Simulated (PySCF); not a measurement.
# Interval between two levels of Mo³⁺ by level of theory

Mo³⁺ [Kr] 4d3 [4F9/2, M_J = 9/2] → Mo³⁺ [Kr] 4d2 5p1 [4G11/2, M_J = 11/2], as a difference of total energies. Calculation: PySCF 2.14, in x2c-SVPall-2c with one added diffuse shell each of s, p, d type (7s9p7d1f, 76 functions); the two-component X2C-1e Hamiltonian. Correlated levels: [Ar] 3d10 frozen; the 6 highest virtual spinors dropped. "Screened" scales the spin-orbit matrix elements by Boettger's factors to mimic the two-electron term; Breit and QED terms are absent.

| method | interval between two levels (cm⁻¹) |
| --- | --- |
| GHF (spin-free) | 110820 |
| GMP2 (spin-free) | 109970 |
| GHF (screened spin-orbit) | 112110 |
| GMP2 (screened spin-orbit) | 111340 |

The labels give the starting determinants; with spin-orbit coupling the two ends relaxed to ⟨J²⟩ = 24.76, ⟨L²⟩ = 12.11, ⟨S²⟩ = 3.72 and ⟨J²⟩ = 35.76, ⟨L²⟩ = 20.04, ⟨S²⟩ = 3.75.
